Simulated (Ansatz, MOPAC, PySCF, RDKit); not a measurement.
Noncovalent pair: N2 (SMILES N#N) (first 2 atoms) with CH2O (SMILES C=O); geometry from B3LYP-D3(BJ)/def2-TZVP, rigid monomers moved along the line of their centres of mass till N2···C3 is 2.87 Å.
(charge 0, multiplicity 1):
```xyz
6

N     -0.34313     0.10551    -0.85593
N      0.26456    -0.08135     0.03025
C      0.55507    -0.23337     2.88053
O     -0.49066     0.03538     3.40198
H      0.82383    -1.27011     2.60058
H      1.31217     0.53977     2.64713
```

```json
[
 {"level": "UFF", "interaction energy (kcal/mol)": "1.06", "minus CCSD(T)/CBS(aug-cc-pVDZ, aug-cc-pVTZ)": "1.42", "cost": "-"},
 {"level": "AM1", "interaction energy (kcal/mol)": "-0.08", "minus CCSD(T)/CBS(aug-cc-pVDZ, aug-cc-pVTZ)": "0.28", "cost": "-"},
 {"level": "PM3", "interaction energy (kcal/mol)": "1.37", "minus CCSD(T)/CBS(aug-cc-pVDZ, aug-cc-pVTZ)": "1.73", "cost": "-"},
 {"level": "HF/STO-3G (no counterpoise)", "interaction energy (kcal/mol)": "0.59", "minus CCSD(T)/CBS(aug-cc-pVDZ, aug-cc-pVTZ)": "0.95", "cost": "-"},
 {"level": "HF/3-21G (no counterpoise)", "interaction energy (kcal/mol)": "-0.38", "minus CCSD(T)/CBS(aug-cc-pVDZ, aug-cc-pVTZ)": "-0.02", "cost": "-"},
 {"level": "PBE-D4/def2-TZVPPD", "interaction energy (kcal/mol)": "-0.51", "minus CCSD(T)/CBS(aug-cc-pVDZ, aug-cc-pVTZ)": "-0.15", "cost": "×1"},
 {"level": "B3LYP/3-21G (no counterpoise)", "interaction energy (kcal/mol)": "-1.22", "minus CCSD(T)/CBS(aug-cc-pVDZ, aug-cc-pVTZ)": "-0.86", "cost": "-"},
 {"level": "B3LYP/def2-TZVPPD", "interaction energy (kcal/mol)": "0.64", "minus CCSD(T)/CBS(aug-cc-pVDZ, aug-cc-pVTZ)": "1.00", "cost": "×1"},
 {"level": "B3LYP-D4/def2-TZVPPD", "interaction energy (kcal/mol)": "-0.23", "minus CCSD(T)/CBS(aug-cc-pVDZ, aug-cc-pVTZ)": "0.13", "cost": "×1"},
 {"level": "PBE0-D4/def2-TZVPPD", "interaction energy (kcal/mol)": "-0.36", "minus CCSD(T)/CBS(aug-cc-pVDZ, aug-cc-pVTZ)": "0.00", "cost": "×1"},
 {"level": "M06-2X/6-31G* (no counterpoise)", "interaction energy (kcal/mol)": "-0.85", "minus CCSD(T)/CBS(aug-cc-pVDZ, aug-cc-pVTZ)": "-0.49", "cost": "-"},
 {"level": "wB97X-V/def2-TZVPPD", "interaction energy (kcal/mol)": "-0.32", "minus CCSD(T)/CBS(aug-cc-pVDZ, aug-cc-pVTZ)": "0.04", "cost": "×3"},
 {"level": "wB97M-V/def2-TZVPPD", "interaction energy (kcal/mol)": "-0.32", "minus CCSD(T)/CBS(aug-cc-pVDZ, aug-cc-pVTZ)": "0.04", "cost": "×4"},
 {"level": "MP2/6-31G*", "interaction energy (kcal/mol)": "0.13", "minus CCSD(T)/CBS(aug-cc-pVDZ, aug-cc-pVTZ)": "0.49", "cost": "-"},
 {"level": "MP2/6-31G* (no counterpoise)", "interaction energy (kcal/mol)": "-0.58", "minus CCSD(T)/CBS(aug-cc-pVDZ, aug-cc-pVTZ)": "-0.22", "cost": "-"},
 {"level": "MP2/aug-cc-pVDZ", "interaction energy (kcal/mol)": "-0.25", "minus CCSD(T)/CBS(aug-cc-pVDZ, aug-cc-pVTZ)": "0.11", "cost": "-"},
 {"level": "MP2/CBS(aug-cc-pVDZ, aug-cc-pVTZ)", "interaction energy (kcal/mol)": "-0.56", "minus CCSD(T)/CBS(aug-cc-pVDZ, aug-cc-pVTZ)": "-0.20", "cost": "-"},
 {"level": "SCS-MP2/aug-cc-pVDZ", "interaction energy (kcal/mol)": "0.11", "minus CCSD(T)/CBS(aug-cc-pVDZ, aug-cc-pVTZ)": "0.47", "cost": "-"},
 {"level": "CCSD(T)/aug-cc-pVTZ", "interaction energy (kcal/mol)": "-0.27", "minus CCSD(T)/CBS(aug-cc-pVDZ, aug-cc-pVTZ)": "0.09", "cost": "×80*"},
 {"level": "CCSD(T)/CBS(aug-cc-pVDZ, aug-cc-pVTZ)", "interaction energy (kcal/mol)": "-0.36", "minus CCSD(T)/CBS(aug-cc-pVDZ, aug-cc-pVTZ)": "0.00", "cost": "×80*"}
]
```

 The comparison column counts from a level with limits of its own.

The rows run from -1.22 (B3LYP/3-21G (no counterpoise)) to 1.37 kcal/mol (PM3). The dispersion term adds -0.86 in B3LYP-D4. The 3 functionals in def2-TZVPPD without D3 or D4 span 0.95, from wB97M-V to B3LYP.

Counterpoise-corrected where a basis set is named; no monomer relaxation. Rows marked so take none. RDKit's UFF carries no charges.

Cores are frozen in the correlated methods. CBS(a, b) extrapolates the correlation energy as X⁻³ and adds the Hartree–Fock energy of set b. Rows in 3-21G, 6-31G*, STO-3G carry no dispersion term and start afresh at each structure (6-31G* with six Cartesian d functions). MP2/6-31G* freezes PySCF's default core. The state that AM1, PM3 reach isn't checked.

Programs: Ansatz (Gaussian orbitals); MOPAC for AM1, PM3 (differences of heats of formation); PySCF for 3-21G rows, 6-31G* rows, STO-3G rows, the dispersion terms; RDKit for the force fields. Each number belongs to the level named beside it.

Costs are rough ratios of core time to PBE/def2-TZVPPD (about 4 s over the structures, on one shared machine); a dash marks a level with no comparable run of its own. A star marks coupled-cluster runs past 200 virtual orbitals, where the program's memory plan changes under this machine's limit, so their costs aren't comparable with smaller runs.

Ansatz is an electronic-structure program.
